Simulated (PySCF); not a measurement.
Simulated absorption spectrum

Species: (OH)2Al-O-SiH3.
Structure used (PBE0-D3(BJ)/def2-SVP), in Å, numbered top down from 1:
```
atom  x, y, z in Å
Al1    0.6193   -0.5598    0.9351
O2     0.1461   -1.9531    1.7760
O3     2.0611    0.2185    1.3563
O4    -0.3180    0.0715   -0.3192
Si5   -0.9417    0.9627   -1.5512
H6    -0.6509   -2.4502    1.5876
H7     2.6476   -0.0877    2.0491
H8    -2.0915    0.2337   -2.1699
H9    -1.4339    2.2826   -1.0502
H10    0.0866    1.2050   -2.6093
```

Computed with TDDFT CAM-B3LYP/def2-SVPD, vertical, gas phase, core orbitals frozen in the response (PySCF).

Computed states:

```json
{"state": "S1", "E (eV)": "6.94", "f": "0.0058"}
{"state": "S2", "E (eV)": "6.95", "f": "0.0025"}
{"state": "S3", "E (eV)": "7.06", "f": "0.0000"}
{"state": "S4", "E (eV)": "7.74", "f": "0.088"}
{"state": "S5", "E (eV)": "7.80", "f": "0.026"}
{"state": "S6", "E (eV)": "7.85", "f": "0.085"}
{"state": "S7", "E (eV)": "8.41", "f": "0.011"}
{"state": "S8", "E (eV)": "8.47", "f": "0.0003"}
{"state": "S9", "E (eV)": "8.64", "f": "0.0095"}
{"state": "S10", "E (eV)": "8.69", "f": "0.120"}
{"state": "S11", "E (eV)": "8.77", "f": "0.149"}
{"state": "S12", "E (eV)": "8.87", "f": "0.029"}
{"state": "S13", "E (eV)": "8.92", "f": "0.116"}
{"state": "S14", "E (eV)": "8.99", "f": "0.0001"}
```

Broadening: Gaussians 0.4 eV wide at half height, area fixed by f = 4.319×10⁻⁹ ∫ε dν̃. The width is an assumption, not a result. The curve ends short of the highest state used, and states not computed would add to its high-energy end.

Question: What does the envelope look like, and where are its maxima?

Answer: 
E (eV), ε (L mol⁻¹ cm⁻¹) and a bar:
```
     6.34          1 
     6.38          2 
     6.42          5 
     6.45          8 
     6.49         15 
     6.53         28 
     6.57         49 
     6.60         71 
     6.64        112 
     6.68        166 
     6.71        215 #
     6.75        290 #
     6.79        369 #
     6.83        446 #
     6.86        495 #
     6.90        542 #
     6.94        561 #
     6.97        556 #
     7.01        523 #
     7.05        466 #
     7.09        395 #
     7.12        340 #
     7.16        273 #
     7.20        227 #
     7.24        217 #
     7.27        246 #
     7.31        353 #
     7.35        573 #
     7.38        838 ##
     7.42       1366 ###
     7.46       2139 #####
     7.50       3192 #######
     7.53       4170 ##########
     7.57       5697 #############
     7.61       7397 #################
     7.64       8702 ####################
     7.68      10339 ########################
     7.72      11680 ###########################
     7.76      12547 #############################
     7.79      12809 ##############################
     7.83      12603 ##############################
     7.87      11794 ############################
     7.90      10860 #########################
     7.94       9314 ######################
     7.98       7605 ##################
     8.02       5921 ##############
     8.05       4767 ###########
     8.09       3459 ########
     8.13       2464 ######
     8.16       1933 #####
     8.20       1501 ####
     8.24       1368 ###
     8.28       1522 ####
     8.31       1832 ####
     8.35       2529 ######
     8.39       3597 ########
```

Maxima: 179 nm (6.95 eV), ε about 560, made up of S1 (69%) and S2 (30%); 159 nm (7.80 eV), ε about 13000, made up of S4 (44%), S5 (14%) and S6 (42%) (ε in L mol⁻¹ cm⁻¹; maxima over ε = 5, shares over 10%). At its high-energy end, 8.39 eV, the curve is still rising (ε about 3600, from S7, S10 and S11).

Question: What would ε be at 7.80 eV, the highest of these maxima, with half the width (0.2 eV)?

Answer: About 22300 L mol⁻¹ cm⁻¹ against 12800, a factor of about 1.7; a lone state at its own centre would give exactly 2.

Question: Coming from long wavelengths, where does ε first pass 100 L mol⁻¹ cm⁻¹?

Answer: At about 187 nm (6.63 eV), 0.31 eV below S1.

Question: On this curve, what absorbance would a 10⁻⁴ mol/L sample give at 193 nm over a 1 cm path?

Answer: 193 nm is 6.424 eV, where ε is about 5.1 L mol⁻¹ cm⁻¹, so A = ε c l ≈ 0.00051 (Beer–Lambert, with the gas-phase spectrum and the assumed width).

The vertical ionisation energy (ΔSCF) is 11.16 eV, 2.17 eV above S14.

Time: 4.1 min (with the writing of density and orbital grids); peak memory 0.78 GiB. Hardware: Intel Xeon at 2.50 GHz, one thread, no GPU, shared host with 64 logical CPUs at a one-minute load of 62.

One conformer stands for the species.
